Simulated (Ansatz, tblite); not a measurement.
Spin states of the cluster AsS₂⁺ (the lowest singlet isomer of a short search), each relaxed with PBE0-D4/def2-TZVP in Ansatz. Electronic energies in the gas phase.

The xTB rows come from tblite. B3LYP takes the VWN-RPA correlation. Correlated methods freeze 19 core orbitals; core or outer-core shells of As are correlated, in sets that lack core-valence functions. In CCSD on the charge 1 quintet the largest single amplitude is 0.31, so its Hartree–Fock determinant may place the open shell otherwise than the density functionals do. The structure comes from a short search, and lower isomers may exist.

Singlet geometry (C2v within 0.1 Å):

```xyz
3

As    0.918   -0.623   -0.479
S    -0.485    0.955   -0.647
S    -0.433   -0.332    1.126
```

Triplet geometry (C2v within 0.1 Å):

```xyz
3

As   -0.764   -0.953    0.577
S    -0.436    0.927   -0.627
S     1.199    0.026    0.050
```

Quintet geometry (C2v within 0.1 Å):

```
atom   x (Å)   y (Å)   z (Å)
 As1  -0.485   0.486   0.805
  S2  -0.502   0.654  -1.393
  S3   0.987  -1.140   0.588
```

⟨S²⟩: triplet 2.01 at PBE0-D4/def2-TZVP (pure 2.00), quintet 6.02 at PBE0-D4/def2-TZVP (pure 6.00).

Run but left out: HF/def2-TZVP, HF/def2-TZVPP, MP2/def2-TZVP, MP2/def2-TZVPP (quintet: a determinant that CCSD turns far, T1 0.055).

Only these spin states were relaxed. The quintet has other bonds than the singlet, so the gap mixes isomer and spin.

| level | triplet − singlet (kcal/mol) | quintet − singlet (kcal/mol) | lowest of these | remarks |
| --- | --- | --- | --- | --- |
| PBE-D4/def2-TZVP | 6.0 | 70.5 | singlet | – |
| BLYP-D4/def2-TZVP | 6.6 | 65.4 | singlet | – |
| r2SCAN-D4/def2-TZVP | 2.2 | 65.3 | singlet | – |
| r2SCANh-D4/def2-TZVP | 1.0 | 64.8 | singlet | – |
| PBE0-D4/def2-TZVP | 2.4 | 69.2 | singlet | – |
| RPA@PBE/def2-TZVP | 8.2 | 67.0 | singlet | – |
| CCSD/def2-TZVPP | 4.7 | 67.7 | singlet | large T1 (0.022) (singlet), large T1 (0.055) (quintet) |

Q: Estimate the rows for GFN1-xTB, GFN2-xTB, B97M-V/def2-TZVP, B3LYP-D4/def2-TZVP, BHLYP-D4/def2-TZVP, CCSD(T)/def2-TZVPP.

A: 
| level | triplet − singlet (kcal/mol) | quintet − singlet (kcal/mol) | lowest of these | remarks |
| --- | --- | --- | --- | --- |
| GFN1-xTB | 31.3 | 108.4 | singlet | – |
| GFN2-xTB | 17.3 | 80.0 | singlet | – |
| B97M-V/def2-TZVP | 7.3 | 73.8 | singlet | – |
| B3LYP-D4/def2-TZVP | 4.1 | 66.1 | singlet | – |
| BHLYP-D4/def2-TZVP | 0.0 | 62.3 | tie | – |
| CCSD(T)/def2-TZVPP | 7.1 | 71.0 | singlet | large T1 (0.022) (singlet), large T1 (0.055) (quintet) |

The xTB methods have no term that favours high spin, so they put low spin too low.
